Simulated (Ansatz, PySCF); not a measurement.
Spin states of F2Zr (SMILES [F][Zr][F]), each relaxed with B3LYP-D3(BJ)/def2-TZVP.
State 1 (charge 0, multiplicity 3):
```xyz
3

Zr     0.45287     0.05844    -0.07905
F     -0.50584     1.31891    -1.17336
F      0.01980    -1.32998     1.18198
```
State 2 (charge 0, multiplicity 1):
```xyz
3

Zr     0.6696     0.0781    -0.1047
F     -0.5804     1.1431    -1.0130
F     -0.1224    -1.1738     1.0473
```

Singlets are restricted, other states unrestricted; no spin–orbit coupling, no relativity up to Kr; see below for the cores. The largest T1 diagnostic is 0.022.

The values were computed with Ansatz (Gaussian basis) for Hartree–Fock, density functionals and correlated methods; PySCF for the dispersion terms. Values without a source in brackets are computed. In def2 rows elements past Kr take small-core potentials, without spin–orbit coupling.

### Question
One of these levels gives 0.532 eV for the energy of the multiplicity-1 state less that of the multiplicity-3 state. Which?
A) CAM-B3LYP-D4/def2-TZVPP
B) PBE/def2-TZVPP
C) r2SCAN-D3(BJ)/def2-TZVPP
D) PBE0/def2-TZVPP

### Answer
D, PBE0/def2-TZVPP. The others give 0.340 (PBE/def2-TZVPP), 0.664 (r2SCAN-D3(BJ)/def2-TZVPP), 0.406 (CAM-B3LYP-D4/def2-TZVPP)

Ansatz is a first-principles code.
